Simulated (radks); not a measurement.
Charge is removed step by step from the 3s1/2 level of V+, starting from [Ar] 3d4. Calculated with a radial shooting solver on a logarithmic mesh with Libxc functionals: Dirac Kohn-Sham, PBE, spin-unpolarised, spherical densities, point nucleus; open shells fill j = l - 1/2 first.

removed (e)  E - E(0) (eV)  eigenvalue (eV)  E minus straight line (eV)
0                    0.000          -73.128                       0.000
0.1                  7.379          -74.461                      -0.666
0.2                 14.894          -75.848                      -1.196
0.3                 22.550          -77.283                      -1.585
0.4                 30.352          -78.765                      -1.828
0.5                 38.304          -80.288                      -1.921
0.6                 46.411          -81.849                      -1.860
0.7                 54.676          -83.447                      -1.640
0.8                 63.102          -85.079                      -1.259
0.9                 71.692          -86.742                      -0.713
1                   80.451          -88.434                       0.000

Removing the whole electron costs 80.451 eV by Delta-SCF, against 73.128 eV from minus the eigenvalue at the starting occupation. Slater's transition state (half an electron removed) gives 80.288 eV. Integrating minus the eigenvalue over the occupation (Janak's theorem) gives 80.451 eV. The mean slope of the eigenvalue, de/dn, is 15.3 eV per electron.
